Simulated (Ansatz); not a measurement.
Molecule: CH$_{8}$OSi$_{2}$ (charge 0, singlet). 
Coordinates optimised at B3LYP-D3(BJ)/def2-TZVP (Ansatz, a first-principles code):
SMILES: O([SiH2]C)[SiH3]
```xyz
12

C      2.4724    -0.1402     0.4071
Si     0.9669    -0.0118    -0.6795
O     -0.3766     0.0046     0.2655
Si    -2.0075     0.0786     0.3555
H      2.4476    -1.0560     1.0007
H      2.5327     0.7084     1.0912
H      3.3813    -0.1529    -0.1993
H      1.0077     1.2341    -1.4851
H      0.8918    -1.1671    -1.6082
H     -2.3986     0.0244     1.7806
H     -2.4995     1.3419    -0.2437
H     -2.6156    -1.0638    -0.3671
```

Basis-set convergence of Hartree-Fock and CCSD correlation energies (hartree) with Ansatz. Cores are frozen in the correlated levels unless marked. No spin-orbit coupling. No relativistic terms.

| basis | functions | E(HF) | E(corr, CCSD) |
|---|---|---|---|
| cc-pV(D+d)Z | 114 | -695.36152 | -0.59138 |
| cc-pV(T+d)Z | 250 | -695.43858 | -0.71918 |
| cc-pV(Q+d)Z | 478 | -695.45588 | -0.76073 |

Extrapolating the two largest sets (X = 3 and 4) as X^-3: E(corr) = (64·(-0.76073) - 27·(-0.71918))/37 = -0.7911 Eh, an estimate of the basis-set limit. The largest set recovers 96.2 % of it, the smallest 74.8 %.
